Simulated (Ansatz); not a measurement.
```yaml
crystal:
  periodic: [true, true, true]
  atoms:
    - {symbol: C, position_ang: [2.159244, -1.528079, 1.503294]}
    - {symbol: N, position_ang: [1.285530, -0.386431, 1.507809]}
    - {symbol: C, position_ang: [1.673894, 0.603567, 2.475199]}
    - {symbol: In, position_ang: [-0.007340, -0.007922, 0.004394]}
    - {symbol: N, position_ang: [-1.559535, 1.245677, 0.311793]}
    - {symbol: C, position_ang: [-1.876778, 1.773967, 1.610645]}
    - {symbol: C, position_ang: [-2.207868, 1.964523, -0.751067]}
    - {symbol: N, position_ang: [0.054755, -1.130399, -1.672207]}
    - {symbol: C, position_ang: [-1.042743, -1.193339, -2.598686]}
    - {symbol: C, position_ang: [1.278184, -1.640702, -2.228523]}
    - {symbol: H, position_ang: [2.191124, -2.001820, 2.497158]}
    - {symbol: H, position_ang: [1.815260, -2.286953, 0.796566]}
    - {symbol: H, position_ang: [3.200023, -1.271851, 1.241057]}
    - {symbol: H, position_ang: [1.660152, 0.189548, 3.495997]}
    - {symbol: H, position_ang: [0.996811, 1.460848, 2.461501]}
    - {symbol: H, position_ang: [2.693387, 0.987710, 2.302442]}
    - {symbol: H, position_ang: [-1.551706, 2.820413, 1.740485]}
    - {symbol: H, position_ang: [-2.963950, 1.756567, 1.786227]}
    - {symbol: H, position_ang: [-1.413858, 1.181049, 2.402990]}
    - {symbol: H, position_ang: [-3.303927, 1.921449, -0.649606]}
    - {symbol: H, position_ang: [-1.932789, 3.032540, -0.769925]}
    - {symbol: H, position_ang: [-1.953774, 1.546068, -1.727725]}
    - {symbol: H, position_ang: [-0.873201, -0.590479, -3.507215]}
    - {symbol: H, position_ang: [-1.214778, -2.228426, -2.933641]}
    - {symbol: H, position_ang: [-1.970482, -0.846523, -2.137509]}
    - {symbol: H, position_ang: [1.171949, -2.697207, -2.521990]}
    - {symbol: H, position_ang: [2.097756, -1.582702, -1.508461]}
    - {symbol: H, position_ang: [1.594649, -1.091083, -3.131023]}
basis:
  gaussian: {orbitals: ANO-RCC-VTZP}
total_charge: -1
magnetization: {spin_polarized: true, initial_magnetization: 1}
hamiltonian: {xc: {name: r2SCANh}, dispersion: d3bj}
```

```sh
$ ansatz run in.yaml --threads 4 --pin off --events-out ev --progress --plain --max-ram 63488MiB --backend cuda --devices 0, --max-vram 37GiB
```

It prints (some lines left out):

```
Error: YAML parse error: error: line 2 column 3: crystal: missing field `lattice` (a structure is typed as `lattice` and `atoms`, a molecule's as `atoms` in Å alone, or read from a run's directory, `checkpoint`)
 --> <input>:2:3
1 | crystal:
2 |   periodic: [true, true, true]
3 |   atoms:
4 |     - {symbol: C, position_ang: [2.159244, -1.528079, 1.503294]}
```

In this input the molecule is marked periodic without a cell. The program refused the input.
